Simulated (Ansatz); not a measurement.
`[F][GeH2][SH]` and `[F][GeH2][F]` differ in one atom or group.

Ansatz, PBE0-D4/def2-TZVP geometries, multiplicity 1. Each molecule was computed in one conformer, which needn't be the lowest.

Scalar relativity is left out up to krypton.

```json
{"property": "HOMO energy (B3LYP/def2-TZVPP) / eV", "`[F][GeH2][SH]`": "-7.69"}
{"property": "HOMO–LUMO gap (PBE/def2-TZVPP) / eV", "`[F][GeH2][SH]`": "5.58"}
{"property": "HOMO–LUMO gap (B3LYP/def2-TZVPP) / eV", "`[F][GeH2][SH]`": "7.24"}
{"property": "LUMO energy (B3LYP/def2-TZVPP) / eV", "`[F][GeH2][SH]`": "-0.45"}
{"property": "size of the dipole moment (PBE/def2-TZVPP) / D", "`[F][GeH2][SH]`": "1.82"}
{"property": "ideal-gas entropy at 298 K and 1 bar (rigid rotor, harmonic PBE0-D4/def2-TZVP) / J/(mol·K)", "`[F][GeH2][SH]`": "307"}
```

Q: Give the same properties after the change, and the shifts. (Best estimate.)

A: Ansatz gave: 
```csv
property,`[F][GeH2][F]`,shift
HOMO energy (B3LYP/def2-TZVPP) / eV,-9.83,-2.14
HOMO–LUMO gap (PBE/def2-TZVPP) / eV,7.55,1.97
HOMO–LUMO gap (B3LYP/def2-TZVPP) / eV,9.52,2.28
LUMO energy (B3LYP/def2-TZVPP) / eV,-0.31,0.14
size of the dipole moment (PBE/def2-TZVPP) / D,2.41,0.59
"ideal-gas entropy at 298 K and 1 bar (rigid rotor, harmonic PBE0-D4/def2-TZVP) / J/(mol·K)",277,-30
```

With PBE0 the HOMO falls by 2.09 eV and the LUMO rises by 0.12 eV, so the gap widens by about 2.21 eV. PBE moves the HOMO by -1.75 eV and ωB97M-V by -2.16 eV. The zero-point energy changes by -18.8 kJ/mol with -3 modes. Dipoles are sizes alone; their direction can turn.

B3LYP here is the variant with VWN-RPA as its local correlation; programs differ in this.
